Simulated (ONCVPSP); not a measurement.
## Configuration tests for Ce (Z = 58) (ONCV)

* Element: cerium (Ce)
* Generator: ONCVPSP 4.0.1
* Type: optimised norm-conserving Vanderbilt (ONCV)
* Functional: BLYP
* Relativity: scalar-relativistic
* Frozen core: [Kr] 4d10
* Valence charge: 12
* Reference configuration: 4f1 5s2 5p6 5d1 (charge +2)
* Partial waves: 5s: rc 2.40 bohr, ncon 4, nbas 9, qcut 6.6 1/bohr, 3 projectors, debl 2.8 Ha; 5p: rc 2.65 bohr, ncon 4, nbas 7, qcut 5 1/bohr, 3 projectors, debl 1.2 Ha; 5d: rc 3.00 bohr, ncon 4, nbas 9, qcut 5.5 1/bohr, 3 projectors, debl 4 Ha; 4f: rc 1.80 bohr, ncon 4, nbas 9, qcut 9.8 1/bohr, 1 projector
* Local potential: polynomial inside 1.35 bohr (lpopt 5, dvloc0 3 Ha)
* Core correction: none

In the s channel the program set the typed energies aside and used -1.956, 0.050, 2.850 Ha. In the p channel the program set the typed energies aside and used -1.313, 0.250, 1.450 Ha.

Energies are relative to the spin-unpolarised reference configuration 4f1 5s2 5p6 5d1; without spin polarisation the order of configurations can differ from experiment.

| valence configuration | charge | ΔE all-electron (eV) | error AE − PS (meV) |
| --- | --- | --- | --- |
| 4f1 5s2 5p6 5d1 6s2 | 0 | -17.138 | +3.3 |
| 4f1 5s2 5p6 5d0 | +3 | 19.105 | +2.1 |

Problem. What are ΔE and the potential's error for 4f1 5s2 5p6 5d1 6s1.5?

Solution. ΔE = -14.761 eV all-electron; the error (AE − PS) is +2.8 meV.

Problem. What are ΔE and the potential's error for 4f1 5s2 5p6 5d1 6s1?

Solution. ΔE = -11.159 eV all-electron; the error (AE − PS) is +2.1 meV.

Levels in the configuration 4f1 5s2 5p6 5d1 6s1.5:

| level | all-electron (eV) | pseudo (eV) |
| --- | --- | --- |
| 4f | -7.986 | -7.991 |
| 5s | -43.197 | -43.192 |
| 5p | -25.793 | -25.789 |
| 5d | -5.534 | -5.536 |
| 6s | -5.953 | -5.953 |

Note: no bound ghost flagged; GHOST(+) flagged for s at 79.5 eV, p at 194.5 eV.
